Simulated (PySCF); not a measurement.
# Magnetic susceptibility: `CCc1cc(C)nn1C`, C$_{7}$H$_{12}$N$_{2}$

Molfile (atoms numbered from 1):
```
C7H12N2
     RDKit          3D

 21 21  0  0  0  0  0  0  0  0999 V2000
   -2.4021   -1.0339   -0.6972 C   0  0  0  0  0  0  0  0  0  0  0  0
   -1.7192   -0.6390    0.6154 C   0  0  0  0  0  0  0  0  0  0  0  0
   -0.3001   -0.2497    0.3872 C   0  0  0  0  0  0  0  0  0  0  0  0
    0.8470   -1.0169    0.3727 C   0  0  0  0  0  0  0  0  0  0  0  0
    1.8861   -0.1288    0.0528 C   0  0  0  0  0  0  0  0  0  0  0  0
    3.3346   -0.4341   -0.0973 C   0  0  0  0  0  0  0  0  0  0  0  0
    1.4036    1.0921   -0.1157 N   0  0  0  0  0  0  0  0  0  0  0  0
    0.0873    1.0102    0.0830 N   0  0  0  0  0  0  0  0  0  0  0  0
   -0.7186    2.1928   -0.0002 C   0  0  0  0  0  0  0  0  0  0  0  0
   -1.8803   -1.8730   -1.1514 H   0  0  0  0  0  0  0  0  0  0  0  0
   -2.3931   -0.2063   -1.4033 H   0  0  0  0  0  0  0  0  0  0  0  0
   -3.4350   -1.3222   -0.5155 H   0  0  0  0  0  0  0  0  0  0  0  0
   -2.2645    0.1862    1.0791 H   0  0  0  0  0  0  0  0  0  0  0  0
   -1.7430   -1.4887    1.3004 H   0  0  0  0  0  0  0  0  0  0  0  0
    0.9269   -2.0670    0.5687 H   0  0  0  0  0  0  0  0  0  0  0  0
    3.6802   -0.1369   -1.0856 H   0  0  0  0  0  0  0  0  0  0  0  0
    3.9161    0.1176    0.6395 H   0  0  0  0  0  0  0  0  0  0  0  0
    3.5077   -1.4986    0.0380 H   0  0  0  0  0  0  0  0  0  0  0  0
   -0.0697    3.0027   -0.3266 H   0  0  0  0  0  0  0  0  0  0  0  0
   -1.1433    2.4452    0.9749 H   0  0  0  0  0  0  0  0  0  0  0  0
   -1.5296    2.0652   -0.7192 H   0  0  0  0  0  0  0  0  0  0  0  0
  1  2  1  0
  2  3  1  0
  3  4  2  0
  4  5  1  0
  5  6  1  0
  5  7  2  0
  7  8  1  0
  8  9  1  0
  8  3  1  0
  1 10  1  0
  1 11  1  0
  1 12  1  0
  2 13  1  0
  2 14  1  0
  4 15  1  0
  6 16  1  0
  6 17  1  0
  6 18  1  0
  9 19  1  0
  9 20  1  0
  9 21  1  0
M  END
```

Level of theory: GIAO B3LYP/pcSseg-1 magnetisability, rotational g tensor and spin-rotation constants, non-relativistic, gas phase (PySCF 2.14.0). Geometry: GFN2-xTB.

Task: How diamagnetic is it, and how anisotropic?

Result: Isotropic -1452 × 10⁻³⁰ J/T², or -87.5 × 10⁻⁶ cm³/mol; principal values -1867, -1300, -1190 × 10⁻³⁰ J/T², anisotropy 629 × 10⁻³⁰ J/T² (root of half the summed squared differences of the principal values). The susceptibility is in cgs units.

Task: Split it along the inertial axes a, b, c into diamagnetic and paramagnetic parts about the centre of mass, with the quadrupole moment.

Result: 
```tsv
axis	χ (10⁻⁶ cm³/mol)	diamagnetic (10⁻⁶ cm³/mol)	paramagnetic (10⁻⁶ cm³/mol)	summed x² of all electrons (Å²)	quadrupole Θ (D Å)
a	-79.4	-566.7	487.2	245.9	+1.66
b	-73.1	-1165.5	1092.4	104.7	+2.97
c	-109.9	-1487.2	1377.3	28.9	-4.63
```
Anisotropies 2χaa − χbb − χcc = +24.1 and 2χbb − χaa − χcc = +43.1 × 10⁻⁶ cm³/mol. Θ is traceless in Buckingham's convention.

Task: And the rotational g tensor?

Result: 
| axis | rotational constant (GHz) | g | nuclear part | electronic part |
| --- | --- | --- | --- | --- |
| a | 2.8453 | -0.0242 | 0.6271 | -0.6513 |
| b | 1.2112 | -0.0144 | 0.6072 | -0.6216 |
| c | 0.9234 | +0.0070 | 0.6045 | -0.5975 |

Asymmetric top; isotopes 12C, 1H, 14N; no vibrational averaging.
